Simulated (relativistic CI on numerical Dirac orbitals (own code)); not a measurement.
# Cr³⁺ (3d3) in a crystal field

Calculated by Dirac-Coulomb-Breit CI, orbitals from a KLI potential per configuration, a model potential for QED, valence Slater integrals scaled by 0.65, one configuration in a parametric crystal field (own radial code).

Field parameters in Wybourne normalisation: D3d B²₀ = −7Dσ, B⁴₀ = −14Dq − 21Dτ, B⁴₃ = −14√(10/7) Dq; D4h B²₀ = −7Ds, B⁴₀ = 21(Dq − Dt), B⁴₄ = 21√(5/14) Dq; Oh B⁴₀ = 21Dq, B⁴₄ = √(5/14) B⁴₀. The field is a parameter set, without covalency.

S and J are read from ⟨S²⟩ = S(S + 1) and ⟨J²⟩ = J(J + 1) of each level; they are not fictitious spins.

Oh, 10Dq = 25300 cm⁻¹, the lowest 16 levels:

| E (cm⁻¹) | Degeneracy | Irrep | S | J |
| --- | --- | --- | --- | --- |
| 0.0 | 4 | Γ8 | 1.50 | 3.47 |
| 14018 | 4 | Γ8 | 0.50 | 3.94 |
| 14630 | 4 | Γ8 | 0.50 | 4.13 |
| 14705 | 2 | Γ6 | 0.50 | 3.71 |
| 21920 | 4 | Γ8 | 0.50 | 3.51 |
| 22048 | 2 | Γ7 | 0.50 | 3.89 |
| 25206 | 2 | Γ7 | 1.50 | 3.17 |
| 25270 | 4 | Γ8 | 1.50 | 3.37 |
| 25371 | 4 | Γ8 | 1.50 | 3.64 |
| 25375 | 2 | Γ6 | 1.50 | 3.68 |
| 33243 | 2 | Γ6 | 1.50 | 2.65 |
| 33272 | 4 | Γ8 | 1.50 | 2.68 |
| 33280 | 2 | Γ7 | 1.50 | 2.68 |
| 33283 | 4 | Γ8 | 1.50 | 2.72 |
| 36671 | 2 | Γ6 | 0.51 | 4.10 |
| 39112 | 2 | Γ7 | 0.50 | 4.24 |

D3d, 10Dq = 26850, Dσ = 90, Dτ = -340 cm⁻¹, the lowest 10 levels:

```
E (cm⁻¹)  Degeneracy  Irrep     S     J
     0.0           2  Γ5+Γ6  1.50  3.47
     0.8           2     Γ4  1.50  3.47
   13380           2     Γ4  0.50  4.05
   13472           2  Γ5+Γ6  0.50  3.86
   14467           2     Γ4  0.50  4.04
   14661           2  Γ5+Γ6  0.50  4.18
   14674           2     Γ4  0.50  3.69
   22339           2  Γ5+Γ6  0.50  3.47
   22362           2     Γ4  0.50  3.70
   22561           2     Γ4  0.50  3.76
```

Principal g values of the ground doublet: 0.00, 0.00, 5.93.

Oh, 10Dq = 12500 cm⁻¹, the lowest 10 levels:

| E (cm⁻¹) | Degeneracy | Irrep | S | J |
| --- | --- | --- | --- | --- |
| 0.0 | 4 | Γ8 | 1.50 | 3.45 |
| 12405 | 2 | Γ7 | 1.50 | 3.16 |
| 12429 | 4 | Γ8 | 1.46 | 3.45 |
| 12494 | 4 | Γ8 | 1.48 | 3.57 |
| 12555 | 2 | Γ6 | 1.49 | 3.67 |
| 13699 | 4 | Γ8 | 0.60 | 3.90 |
| 14310 | 4 | Γ8 | 0.52 | 4.22 |
| 14441 | 2 | Γ6 | 0.52 | 3.77 |
| 18882 | 2 | Γ7 | 1.45 | 2.86 |
| 18932 | 4 | Γ8 | 1.47 | 2.90 |

D4h, 10Dq = 24000, Ds = 870, Dt = -620 cm⁻¹, the lowest 16 levels:

| E (cm⁻¹) | Degeneracy | Irrep | S | J |
| --- | --- | --- | --- | --- |
| 0.0 | 2 | Γ6 | 1.50 | 3.48 |
| 0.4 | 2 | Γ7 | 1.50 | 3.48 |
| 11658 | 2 | Γ7 | 0.50 | 3.99 |
| 11911 | 2 | Γ6 | 0.50 | 3.73 |
| 14001 | 2 | Γ6 | 0.50 | 3.98 |
| 14120 | 2 | Γ7 | 0.50 | 3.94 |
| 14658 | 2 | Γ6 | 0.50 | 4.03 |
| 21964 | 2 | Γ7 | 0.50 | 3.61 |
| 24007 | 2 | Γ6 | 1.50 | 3.50 |
| 24009 | 2 | Γ7 | 1.50 | 3.47 |
| 24968 | 2 | Γ6 | 0.51 | 3.57 |
| 25263 | 2 | Γ7 | 0.50 | 3.87 |
| 29360 | 2 | Γ7 | 1.50 | 3.27 |
| 29407 | 2 | Γ7 | 1.50 | 3.41 |
| 29450 | 2 | Γ6 | 1.50 | 3.52 |
| 29494 | 2 | Γ6 | 1.50 | 3.65 |

Principal g values of the ground doublet: 0.00, 0.00, 5.92.

D4h, 10Dq = 26850, Ds = -290, Dt = -780 cm⁻¹, the lowest 10 levels:

```json
{"E (cm⁻¹)": "0.0", "Degeneracy": "2", "Irrep": "Γ6", "S": "1.50", "J": "3.48"}
{"E (cm⁻¹)": "0.2", "Degeneracy": "2", "Irrep": "Γ7", "S": "1.50", "J": "3.48"}
{"E (cm⁻¹)": "13612", "Degeneracy": "2", "Irrep": "Γ7", "S": "0.50", "J": "4.05"}
{"E (cm⁻¹)": "13804", "Degeneracy": "2", "Irrep": "Γ6", "S": "0.50", "J": "3.72"}
{"E (cm⁻¹)": "14138", "Degeneracy": "2", "Irrep": "Γ7", "S": "0.50", "J": "3.92"}
{"E (cm⁻¹)": "14163", "Degeneracy": "2", "Irrep": "Γ6", "S": "0.50", "J": "4.01"}
{"E (cm⁻¹)": "14713", "Degeneracy": "2", "Irrep": "Γ6", "S": "0.50", "J": "4.02"}
{"E (cm⁻¹)": "22442", "Degeneracy": "2", "Irrep": "Γ7", "S": "0.50", "J": "3.57"}
{"E (cm⁻¹)": "23382", "Degeneracy": "2", "Irrep": "Γ6", "S": "0.50", "J": "3.51"}
{"E (cm⁻¹)": "23635", "Degeneracy": "2", "Irrep": "Γ7", "S": "0.50", "J": "3.81"}
```

Principal g values of the ground doublet: 0.00, 0.00, 5.93.

The free-ion ground term has S = 3/2. Every field shown keeps that spin.

Levels of this model without a field, named by their leading LS term (the scale mimics covalency, so terms lie below those of the real free ion): 4F_3/2 0, 4F_5/2 223, 4F_7/2 522, 4F_9/2 886, 4P_1/2 11508, 4P_3/2 11607, 2G_7/2 11681, 4P_5/2 11896 cm⁻¹.
